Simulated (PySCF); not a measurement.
**Potential energy of GaSn along the bond**

Set-up: basis Ga cc-pVDZ-PP with ECP10, Sn cc-pVDZ-PP with ECP28; scalar-relativistic core potentials; PySCF 2.14. Energies in eV from Ga + Sn in their ground configurations at the same level. State: ⁴Σ⁻ (quartet), unpaired electrons σ ↑, π ↑↑.

All columns are PBE0. A positive dipole means Ga(−)Sn(+).

```json
{"R (Å)": "2.308", "E (eV)": "-1.543", "μ (D)": "-0.31", "Mulliken charge on Ga (basis-dependent)": "-0.04", "HOMO (eV)": "-5.32", "LUMO (eV)": "-2.85", "Mayer bond order": "1.71", "⟨S²⟩": "3.75"}
{"R (Å)": "2.416", "E (eV)": "-1.880", "μ (D)": "-0.48", "Mulliken charge on Ga (basis-dependent)": "0.00", "HOMO (eV)": "-5.38", "LUMO (eV)": "-2.72", "Mayer bond order": "1.64", "⟨S²⟩": "3.75"}
{"R (Å)": "2.523", "E (eV)": "-2.059", "μ (D)": "-0.70", "Mulliken charge on Ga (basis-dependent)": "0.03", "HOMO (eV)": "-5.41", "LUMO (eV)": "-2.61", "Mayer bond order": "1.56", "⟨S²⟩": "3.75"}
{"R (Å)": "2.603", "E (eV)": "-2.121", "μ (D)": "-0.87", "Mulliken charge on Ga (basis-dependent)": "0.05", "HOMO (eV)": "-5.34", "LUMO (eV)": "-2.58", "Mayer bond order": "1.51", "⟨S²⟩": "3.75"}
{"R (Å)": "2.684", "E (eV)": "-2.137", "μ (D)": "-1.07", "Mulliken charge on Ga (basis-dependent)": "0.07", "HOMO (eV)": "-5.24", "LUMO (eV)": "-2.59", "Mayer bond order": "1.46", "⟨S²⟩": "3.75"}
{"R (Å)": "2.764", "E (eV)": "-2.119", "μ (D)": "-1.27", "Mulliken charge on Ga (basis-dependent)": "0.09", "HOMO (eV)": "-5.14", "LUMO (eV)": "-2.60", "Mayer bond order": "1.41", "⟨S²⟩": "3.75"}
{"R (Å)": "2.872", "E (eV)": "-2.057", "μ (D)": "-1.56", "Mulliken charge on Ga (basis-dependent)": "0.12", "HOMO (eV)": "-5.03", "LUMO (eV)": "-2.60", "Mayer bond order": "1.35", "⟨S²⟩": "3.75"}
{"R (Å)": "3.006", "E (eV)": "-1.939", "μ (D)": "-1.93", "Mulliken charge on Ga (basis-dependent)": "0.14", "HOMO (eV)": "-4.90", "LUMO (eV)": "-2.59", "Mayer bond order": "1.29", "⟨S²⟩": "3.75"}
{"R (Å)": "3.167", "E (eV)": "-1.764", "μ (D)": "-2.37", "Mulliken charge on Ga (basis-dependent)": "0.17", "HOMO (eV)": "-4.76", "LUMO (eV)": "-2.57", "Mayer bond order": "1.22", "⟨S²⟩": "3.75"}
{"R (Å)": "3.382", "E (eV)": "-1.510", "μ (D)": "-2.94", "Mulliken charge on Ga (basis-dependent)": "0.20", "HOMO (eV)": "-4.60", "LUMO (eV)": "-2.52", "Mayer bond order": "1.15", "⟨S²⟩": "3.75"}
```

A fit through these points gives, at Re = 2.678 Å, μ = -1.05 D and dμ/dR = -2.47 D/Å; the reduced mass is 43.77 u.

Question: How strong is the fundamental in the double-harmonic approximation, I = 42.26·(dμ/dR)²/μred km/mol?

Answer: I = 42.26·(-2.47)²/43.77 = 5.89 km/mol at PBE0.

Spin–orbit coupling is left out, which matters for elements this heavy, above all for dissociation energies. The state was picked by a PBE0 search and need not be the measured ground state.
